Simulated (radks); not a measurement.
All-electron atom: Pt LXVI in [Ne] 3s2 3p1. Calculated with a radial shooting solver on a logarithmic mesh with Libxc functionals: non-relativistic Kohn-Sham, TPSS, spin-polarised, spherical densities, point nucleus; open shells are filled with parallel spins first (spin-orbit coupling, left out, can overturn this in heavy ions); meta-GGA in the generalised Kohn-Sham scheme; relativity is left out, which matters for an element this heavy.

Normalised radial functions P(r) = r R(r), r in bohr:

r         3p down   3d up
0.000891   0.0043  0.0000
0.001106   0.0066  0.0000
0.001373   0.0100  0.0001
0.001703   0.0152  0.0001
0.002114   0.0231  0.0003
0.002624   0.0348  0.0005
0.003283   0.0531  0.0009
0.004074   0.0793  0.0017
0.005056   0.1175  0.0032
0.006275   0.1725  0.0059
0.007788   0.2501  0.0109
0.009666   0.3574  0.0199
0.012      0.5013  0.0358
0.01501    0.6941  0.0649
0.01863    0.9209  0.1133
0.02312    1.1740  0.1935
0.02869    1.4202  0.3221
0.03561    1.5985  0.5192
0.0442     1.6197  0.8048
0.05485    1.3794  1.1885
0.06862    0.7688  1.6725
0.08517   -0.1595  2.1601
0.1057    -1.2589  2.5511
0.1312    -2.2106  2.6986
0.1628    -2.6599  2.4910
0.2021    -2.4312  1.9400
0.2508    -1.6945  1.2225
0.3138    -0.8479  0.5733
0.3894    -0.3031  0.1981
0.4833    -0.0705  0.0455
0.5998    -0.0097  0.0063

3p down (empty): eigenvalue -6981.3 eV, 1 radial node at r = 0.0824 bohr, <r> = 0.178 bohr, 90 % of the charge inside 0.261 bohr. 3d up (empty): eigenvalue -6783.0 eV, 0 radial nodes, <r> = 0.152 bohr, 90 % of the charge inside 0.230 bohr.
